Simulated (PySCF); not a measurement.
Two species compared at the same levels of theory.

First species: C4H4FN3S.
Geometry (GFN2-xTB, Å), atoms numbered from 1 in this order:
```
atom  x, y, z in Å
C1    -2.751   -0.006   -0.269
N2    -1.380   -0.361   -0.078
C3    -0.454    0.356   -0.551
C4     0.916   -0.024   -0.345
N5     1.955    0.629   -0.788
C6     3.058   -0.017   -0.406
F7     4.238    0.458   -0.737
N8     2.961   -1.114    0.296
S9     1.394   -1.446    0.549
H10   -3.365   -0.751    0.233
H11   -2.968    0.982    0.145
H12   -3.009    0.019   -1.331
H13   -0.599    1.276   -1.129
```

Second species: C6H10.
Z-matrix (Å and degrees, GFN2-xTB geometry), rows numbered from 1:
```
C 
C   1  1.3160
C   2  1.5047  1  133.81
C   3  1.5399  2   88.88  1  -177.62
C   2  1.5105  1  133.54  3  -178.44
C   5  1.5214  2  115.35  1    59.43
H   1  1.0775  2  121.75  3    -0.41
H   1  1.0773  2  121.74  3   179.76
H   3  1.0899  2  114.05  1    65.60
H   3  1.0897  2  114.66  1   -60.21
H   4  1.0881  3  114.13  2   114.77
H   4  1.0879  3  114.60  2  -118.62
H   5  1.0934  2  112.97  1   -67.55
H   6  1.0886  5  110.43  2   169.64
H   6  1.0881  5  110.27  2    49.44
H   6  1.0879  5  110.37  2   -70.21
```

Levels: PBE0/def2-SVPD for dipole moment, HOMO energy, LUMO energy, HOMO–LUMO gap, static isotropic polarisability and electronic spatial extent ⟨r²⟩ about the centre of nuclear charge; TDDFT PBE0/def2-SVPD for lowest singlet excitation; TDA PBE0/def2-SVPD for lowest triplet excitation (Tamm–Dancoff); GFN2-xTB for rotational constant A and rotational constant C. Geometries: GFN2-xTB. All species are isolated and taken at one optimised geometry, non-relativistic unless stated; the electronic structure was computed with PySCF and density fitting.

The conformers computed, where there is a choice (atom-mapped SMILES and torsion angles):
- `[CH3:1]/[N:2]=[CH:3]/[c:4]1[n:5][c:6]([F:7])[n:8][s:9]1`: N2–C3–C4–N5 180°

Task: Which has the higher rotational constant A?

Result: The second: 4.675 GHz against 4.108 GHz, a difference of 0.567 GHz.

Task: Which of the two has the higher LUMO energy, and by how much?

Result: The second: 0.20 eV against -2.70 eV, a difference of 2.90 eV.

Task: Which of the two has the higher rotational constant C, and by how much?

Result: The second: 2.372 GHz against 0.660 GHz, a difference of 1.712 GHz.

Task: Which has the higher ⟨r²⟩?

Result: The first: 1593 bohr² against 593 bohr², a difference of 1000 bohr².

Task: Which of the two has the higher S1 energy, and by how much?

Result: The second: 6.64 eV against 3.78 eV, a difference of 2.86 eV.

Task: Which of the two has the higher HOMO–LUMO gap, and by how much?

Result: The second: 7.24 eV against 5.02 eV, a difference of 2.22 eV.

Task: Which has the higher dipole moment?

Result: The first: 4.04 D against 0.51 D, a difference of 3.53 D.

Task: Which of the two has the higher static isotropic polarisability, and by how much?

Result: The first: 90.2 au against 70.1 au, a difference of 20.1 au.

On the first: The dipole matches unit charges of opposite sign 0.84 Å apart (1 e·Å = 4.8032 D). In wavenumbers S1 is 30500 cm⁻¹ (1 eV = 8065.54 cm⁻¹).

On the second: S1 lies 0.60 eV below the HOMO–LUMO gap; its leading configuration is HOMO→LUMO, weight 0.76. The polarisability is 10.39 Å³ as a volume (1 au = 0.148185 Å³), or 1.52 au for each of the 46 electrons.
